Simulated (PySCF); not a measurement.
# Excitation energy of Sc⁺ by level of theory

Sc⁺ [Ar] 3d1 4s1 (3D) → Sc⁺ [Ar] 3d2 (3F), as a difference of total energies. Computed with PySCF 2.14 in aug-cc-pVTZ (8s7p5d3f2g, 93 functions), with no relativity, point nucleus. Correlated levels: valence: [Ar] frozen. The calculations carry no spin-orbit coupling.

| method | excitation energy (eV) | difference from reference (eV) |
| --- | --- | --- |
| UHF | 0.760 | +0.164 |
| MP2 (valence) | 0.705 | +0.109 |
| SCS-MP2 (valence) | 0.741 | +0.145 |
| CCSD (valence) | 0.678 | +0.082 |

Reference: 0.596 eV (measured; NIST levels, between the centres of gravity of the two terms).

These non-relativistic numbers lack the scalar-relativistic shift.

Errors of the correlated levels include the incompleteness of this basis and the frozen core.

With two correlated electrons CCSD is exact in that space.
